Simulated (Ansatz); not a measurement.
Born–Oppenheimer molecular dynamics of BClF2H2 (6 atoms, charge 0, multiplicity 1). It starts at the highest image of a converged band, a first-order saddle point between two minima.

Computed with RKS PBE/def2-SVP in Ansatz 0.2.0.

```yaml
ensemble: NVE (velocity Verlet)
time_step: 0.5 fs
steps_asked: 200
starting_velocities_drawn_for: 100 K
seed: 6877
```

First frame:

```xyz
6
Properties=species:S:1:pos:R:3
B 0.097 -0.281 -0.014
F 0.102 0.088 1.588
Cl 1.565 0.306 -0.816
F -1.107 0.011 -0.509
H 0.203 -1.571 0.333
H 0.169 -1.019 1.282
```

(1) How far do the bonds stretch over the last three quarters of this one trajectory? (Pairs bonded in most of those frames.)

Results:

(1) 
```csv
bond,mean (Å),spread (Å),shortest,longest
B1–F2,1.345,0.082,1.21,1.52
B1–Cl3,1.767,0.050,1.67,1.85
B1–F4,1.329,0.052,1.22,1.44
H5–H6,0.777,0.039,0.72,0.84
```

Mean temperature of the second half: 2637 K. The conserved energy stayed within 0.39 meV per atom of its start (net change -0.0035 meV per atom), so the integration is sound. The kinetic energy rose, since the run started high on the potential surface and went downhill. It ends in pieces (BClF2 + H2), so much of that is their flight and rotation, not heat. A run of 0.1 ps of so small a system gives no equilibrium averages. The orbitals stay closed-shell, which can raise the energy where a bond breaks towards radicals; this wasn't checked here.

Run time: 2.1 min on 1 thread of Intel(R) Xeon(R) 6975P-C (Granite Rapids), on a shared host, peak memory 0.12 GiB.
